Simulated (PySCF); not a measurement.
Nuclear quadrupole coupling in `[SiH3]O[C@@H]1OCC[C@H]1Cl`

Compound: C4H9ClO2Si.
Z-matrix (Å and degrees, GFN2-xTB geometry), rows numbered from 1:
```
Si
O   1  1.6373
C   2  1.3785  1  122.74
O   3  1.3989  2  111.31  1    -6.46
C   4  1.4254  3  110.63  2  -107.59
C   5  1.5279  4  106.42  3    11.72
C   6  1.5213  5  101.59  4   -29.62
Cl  7  1.7760  3  110.45  2  -151.27
H   1  1.4673  2  111.63  3    64.35
H   1  1.4552  2   96.75  3  -179.09
H   1  1.4592  2  111.86  3   -58.92
H   3  1.1004  2  108.30  1   113.01
H   5  1.0968  4  108.30  3  -107.69
H   5  1.0914  4  108.37  3   133.88
H   6  1.0873  5  112.71  4  -150.74
H   6  1.0910  5  110.77  4    85.89
H   7  1.0888  3  111.32  2   -31.76
```

Field gradients from the PBE0/pcSseg-1 density (PySCF, non-relativistic), principal values in atomic units, ordered |Vxx| ≤ |Vyy| ≤ |Vzz|:

| atom | Vxx | Vyy | Vzz |
| --- | --- | --- | --- |
| O2 | -0.4681 | -1.1553 | 1.6234 |
| O4 | -0.0796 | -1.8391 | 1.9187 |
| Cl8 | -1.9327 | -1.9399 | 3.8726 |

Task: Find the asymmetry η = (Vxx − Vyy)/Vzz and the couplings χ = eQV/h (234.96 MHz × Q in barn × V in au), with Q(17O) = −0.0256 b, Q(35Cl) = −0.0817 b.

Result: 
```json
{"atom": "O2", "environment": "silyl ether oxygen", "nucleus": "17O", "η": "0.42", "χzz (MHz)": "-9.76", "χxx (MHz)": "2.82", "χyy (MHz)": "6.95"}
{"atom": "O4", "environment": "cyclic ether oxygen", "nucleus": "17O", "η": "0.92", "χzz (MHz)": "-11.54", "χxx (MHz)": "0.48", "χyy (MHz)": "11.06"}
{"atom": "Cl8", "environment": "alkyl chlorine", "nucleus": "35Cl", "η": "0.00", "χzz (MHz)": "-74.34", "χxx (MHz)": "37.10", "χyy (MHz)": "37.24"}
```

The gradient is axial or nearly so (η below 0.05) at Cl8. At O4 η is above 0.9: Vyy and Vzz are nearly equal in size and opposite in sign, so a small change could swap them and flip the sign of χzz. The tensor is traceless: Vxx + Vyy + Vzz = 0.

Task: What is Vzz at O2 in SI units (1 au = 9.71736 × 10²¹ V/m²)?

Result: 1.6234 au = 15.775 × 10²¹ V/m².

Task: And the gradient at the other heavy atoms, for which no coupling is worked out here?

Result: 
```
atom                     environment  Vzz (au)     η
 Si1            oxygen-bound silicon     0.557  0.21
  C3  sp3 carbon bearing two oxygens    -0.354  0.80
  C5      sp3 carbon bound to oxygen     0.426  0.21
  C6                 ring CH2 carbon     0.094  0.80
  C7                 sp3 C–Cl carbon     0.442  0.20
```

Task: What couplings would deuterons (Q(2H) = 0.00286 b) have in place of the hydrogens, at this geometry?

Result: 
```tsv
atom	bonded to	bond length (Å)	Vzz (au)	η	χzz (kHz)
H9	Si1	1.467	0.1578	0.06	106
H10	Si1	1.455	0.1670	0.01	112
H11	Si1	1.459	0.1628	0.05	109
H12	C3	1.100	0.2729	0.01	183
H13	C5	1.097	0.2858	0.06	192
H14	C5	1.091	0.2979	0.06	200
H15	C6	1.087	0.3105	0.01	209
H16	C6	1.091	0.3027	0.01	203
H17	C7	1.089	0.3000	0.05	202
```

Isolated species at its GFN2-xTB geometry (one conformer only). GFN2-xTB bond lengths can be off by several hundredths of an ångström, more for odd bonds, and the gradients follow them. The small basis limits the accuracy of the gradients.
